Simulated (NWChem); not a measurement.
System: C₄H₄; SMILES C#CC=C

The following NWChem deck was run.

```
start job
memory heap 200 mb stack 900 mb global 1100 mb
geometry units angstroms noautoz
  C      0.173346    -1.918635     0.000000
  C     -0.107944    -0.740942     0.000000
  C     -0.487206     0.632265     0.000000
  C      0.377216     1.658176     0.000000
  H      0.441719    -2.950293     0.000000
  H     -1.558200     0.834142     0.000000
  H      1.451538     1.500612     0.000000
  H      0.023237     2.684488     0.000000
end
basis spherical
  * library def2-svpd
end
dft
  xc pbe0
  iterations 150
end
tddft
  cis
  nroots 6
  notriplet
end
task tddft energy
```

Structure relaxed at the B3LYP/6-31G* (spherical d) level.

Vertical excitations in the gas phase.

**Question.** Give the results of this calculation. (PBE0/def2-SVPD, TDA.) Quantities: lowest excitation, singlet (eV); oscillator strength of that lowest state; lowest state with f > 0.02, singlet (eV); oscillator strength of that bright state; orbital gap (eV).

**Answer.** 
```
Property                                  Value
----------------------------------------  -----
lowest excitation, singlet (eV)            5.29
oscillator strength of that lowest state  0.000
lowest state with f > 0.02, singlet (eV)   5.86
oscillator strength of that bright state  0.272
orbital gap (eV)                           6.16
```
